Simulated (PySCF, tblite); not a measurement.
Isomers of C3H7ClOSi, one GFN2-xTB conformer each. Single-point energies are computed at PBE0/pcSseg-1 (PySCF, gas phase, no added dispersion term), electronic only.

Question: Rank them by PBE0/pcSseg-1 energy, lowest first (kcal/mol).
A. `[CH3:1][C:2](=[O:3])[Si@@H:4]([CH3:5])[Cl:6]` with C1–C2–Si4–C5 -99°
B. `[Cl:1][Si@H:2]1[CH2:3][CH2:4][CH2:5][O:6]1` with Cl1–Si2–C3–C4 138°, Si2–C3–C4–C5 -35°, C3–C4–C5–O6 37°, C4–C5–O6–Si2 -19°
C. `[CH3:1][Si@@H:2]([CH:3]=[O:4])[CH2:5][Cl:6]` with C1–Si2–C3–O4 112°, C1–Si2–C5–Cl6 61°
D. `[CH2:1]=[C:2]([Cl:3])[SiH2:4][O:5][CH3:6]` with C1–C2–Si4–O5 0°, C2–Si4–O5–C6 180°

Answer: B (0.0), A (23.1), D (59.0), C (63.8).

As drawn, the lowest has an Si–O bond, which the highest lacks; the highest has a C=O bond, which the lowest lacks. GFN2-xTB itself gives, in the same order: 0.0, 49.4, 50.2, 96.1. Both levels put the same isomer lowest; measured from each level's own lowest isomer, the values differ by up to 32.3 kcal/mol (C[Si@@H](C=O)CCl: 96.1 against 63.8).

Q: Which frontier levels, dipoles and rotational constants go with these structures?

A: 
```json
{"SMILES": "Cl[Si@H]1CCCO1", "HOMO (eV, PBE0/pcSseg-1)": "-8.07", "LUMO (eV)": "0.80", "dipole (D)": "2.63", "A, B, C (MHz)": "5174, 1559, 1364"}
{"SMILES": "CC(=O)[Si@@H](C)Cl", "HOMO (eV, PBE0/pcSseg-1)": "-6.96", "LUMO (eV)": "-1.26", "dipole (D)": "1.62", "A, B, C (MHz)": "2916, 1664, 1244"}
{"SMILES": "C=C(Cl)[SiH2]OC", "HOMO (eV, PBE0/pcSseg-1)": "-7.47", "LUMO (eV)": "-0.42", "dipole (D)": "2.52", "A, B, C (MHz)": "6035, 1117, 958.2"}
{"SMILES": "C[Si@@H](C=O)CCl", "HOMO (eV, PBE0/pcSseg-1)": "-7.01", "LUMO (eV)": "-1.56", "dipole (D)": "2.11", "A, B, C (MHz)": "3626, 1230, 995.6"}
```

Q: What happens when harmonic zero-point energies from GFN2-xTB frequencies are added?

A: 
| SMILES | ZPE (kcal/mol) | electronic (kcal/mol) | with ZPE (kcal/mol) |
| --- | --- | --- | --- |
| Cl[Si@H]1CCCO1 | 61.2 | 0.0 | 0.0 |
| CC(=O)[Si@@H](C)Cl | 57.6 | 23.1 | 19.5 |
| C=C(Cl)[SiH2]OC | 56.3 | 59.0 | 54.1 |
| C[Si@@H](C=O)CCl | 56.4 | 63.8 | 59.0 |

The zero-point energies span 4.9 kcal/mol. The order is unchanged.
